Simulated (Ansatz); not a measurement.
`[F][Ga]` + `BrC1CO1` → `[Ga][Br]` + `FC1CO1` at 600 K and 1 bar (formal exchange of groups at a Ga–F bond).

Gas-phase electronic energies from Ansatz, PBE0-D4/def2-TZVP geometries. CCSD(T)/CBS adds triple-zeta CCSD(T) − MP2 to the extrapolated MP2 energy (def2 sets, frozen cores). For Br, Ga outer-core shells are correlated without core-valence functions, which leaves a few kJ/mol of doubt a bond. Scalar relativity is left out up to krypton.

```tsv
species	CCSD(T)/CBS energy (Eh)	H − E (kJ/mol)	S (J/(mol·K))
`[F][Ga]`	-2023.78416	23.3	252.2
`BrC1CO1`	-2726.34478	164.1	345.9
`[Ga][Br]`	-4497.32085	22.6	277.6
`FC1CO1`	-252.81736	167.1	318.6
```

H − E and S are ideal-gas, rigid-rotor, harmonic terms from PBE0-D4/def2-TZVP, for one conformer and one mirror image of each species. 1 Eh = 2625.50 kJ/mol, R = 8.31446 J/(mol·K).

Q: By hand: ΔE, ΔH, ΔS and ΔG.

A: ΔE = (-4497.32085) + (-252.81736) − (-2023.78416) − (-2726.34478) = -0.00927 Eh = -24.3 kJ/mol. Δ(H − E) = 22.6 + 167.1 − 23.3 − 164.1 = 2.3, so ΔH = -22.0 kJ/mol. ΔS = 277.6 + 318.6 − 252.2 − 345.9 = -1.9 J/(mol·K). ΔG = -22.0 − 600 × (-1.9)/1000 = -20.9 kJ/mol.

Q: By hand: the equilibrium constant, and the temperature at which ΔG would vanish if ΔH and ΔS stayed fixed.

A: log₁₀ K = −ΔG/(RT ln 10) = 1.8. ΔG = 0 at ΔH/ΔS = 11579 K, far beyond where these terms or the molecules hold.

The number of gas molecules stays the same, so ΔS is small and ΔH decides. A doubt of 5 kJ/mol in ΔE shifts log₁₀ K by 0.4 here. Other conformers and mirror images would add mixing entropy, several J/(mol·K) or more a flexible species. These are equilibria of isolated gas molecules and say nothing of rates. Largest T1 diagnostic: 0.016 (customary marks: 0.02 for closed shells, 0.045 for open ones).
